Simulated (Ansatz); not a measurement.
Ansatz (a program for electronic structure) input:

Ansatz 0.2 input:
```yaml
crystal:
  periodic: [false, false, false]
  atoms:
    - {symbol: Si, position_ang: [0.23811438, -0.09486760, -0.06914489]}
    - {symbol: Cl, position_ang: [-0.30317118, -0.32223402, 1.83118796]}
    - {symbol: Cl, position_ang: [-1.27922740, -0.17203284, -1.35749433]}
    - {symbol: O, position_ang: [0.81796442, 1.61642888, -0.21584395]}
    - {symbol: O, position_ang: [1.63477798, -0.71898156, -0.52130790]}
    - {symbol: H, position_ang: [0.24201552, 2.37700724, -0.40353727]}
    - {symbol: H, position_ang: [1.95675954, -1.60483497, -0.32145434]}
    - {symbol: H, position_ang: [1.74646012, 1.77893233, -0.46255693]}
basis:
  gaussian:
    orbitals: 6-31G
total_charge: 1
magnetization: {spin_polarized: false}
correlation: {method: ccsd_t, electrons: outside_noble_gas}
```

Problem. Which total energy does the run end on?

Solution. -1359.46195 Eh (CCSD(T)/6-31G). The basis has 63 functions.

It need not be the lowest isomer of its formula.
